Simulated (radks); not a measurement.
Initial-state core-level shifts of neutral germanium when its valence configuration changes from [Ar] 3d10 4s2 4p2. Calculated with a radial shooting solver on a logarithmic mesh with Libxc functionals: scalar-relativistic Kohn-Sham, PBE, spin-unpolarised, spherical densities, point nucleus. Shifts are changes of the shell-averaged eigenvalues in eV (positive: less bound).

valence,2s,2p,3s,3p
3d9.5 4s2 4p2.5,-6.269,-6.219,-5.268,-5.153
3d10 4s1 4p3,-1.739,-1.739,-1.793,-1.788
3d10 4p4,-3.357,-3.357,-3.468,-3.457
3d10 4s1.5 4p2.5,-0.887,-0.887,-0.914,-0.911
3d9 4s2 4p3,-12.828,-12.726,-10.653,-10.417
3d8 4s2 4p4,-26.787,-26.574,-21.729,-21.250
3d9.5 4s1.5 4p3,-7.115,-7.065,-6.135,-6.016
3d8 4s1 4p5,-28.273,-28.054,-23.228,-22.741
3d8 4p6,-29.694,-29.469,-24.666,-24.169
